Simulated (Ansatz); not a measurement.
Be2I5⁻, relaxed as a singlet with RKS r2SCAN-D4/def2-SVPD in Ansatz, starting from the GFN2-xTB geometry. Force threshold 0.02 eV/Å.

In the def2 sets I takes a core potential; there is no spin–orbit coupling. Another isomer (singlet) lies 0.11 eV lower at PBE0-D4/def2-TZVPD; other spin states weren't run for this one.

Start:

```csv
atom,x (Å),y (Å),z (Å)
Be1,0.693,0.967,-1.376
Be2,-0.571,-0.843,1.124
I3,1.480,2.393,-2.973
I4,-1.459,-0.026,-1.321
I5,1.892,0.176,0.511
I6,-0.501,-3.166,1.260
I7,-1.535,0.498,2.775
```

| step | energy (eV) | largest force component (eV/Å) | SCF passes |
| --- | --- | --- | --- |
| 1 | -41333.1619 | 0.229 | 15 |
| 2 (rejected) | -41333.1415 | 0.342 | 18 |
| 3 | -41333.1858 | 0.057 | 18 |
| 4 (rejected) | -41333.1850 | 0.094 | 18 |
| 5 | -41333.1884 | 0.025 | 18 |
| 6 | -41333.1898 | 0.012 | 18 |
| 7 | -41333.1910 | 0.022 | 18 |
| 8 (rejected) | -41333.1886 | 0.076 | 18 |
| 9 | -41333.1914 | 0.039 | 18 |
| 10 (rejected) | -41333.1901 | 0.055 | 18 |
| 11 | -41333.1917 | 0.003 | 19 |
| 12 | -41333.1918 | 0.002 | 19 |

Force components are those of the run's own axes.

End:

Cartesian coordinates in Å:
```
Be 0.6728 0.9269 -1.3348
Be -0.5563 -0.7679 1.1038
I 1.5419 2.1316 -3.0593
I -1.5126 0.1101 -1.2129
I 1.8200 0.3059 0.6036
I -0.3882 -3.0924 1.0460
I -1.5776 0.3858 2.8535
```

By distances, no bond broke or formed. The bond that changes most is Be2–I5, from 2.73 to 2.66 Å (atoms count from 1).

The force fell under the threshold at step 6, but the optimiser went on. No frequencies were taken in this run, so the end may be a saddle point.

Hardware: 4 threads of Arm Neoverse V2 on a shared host. Wall time 65 s.
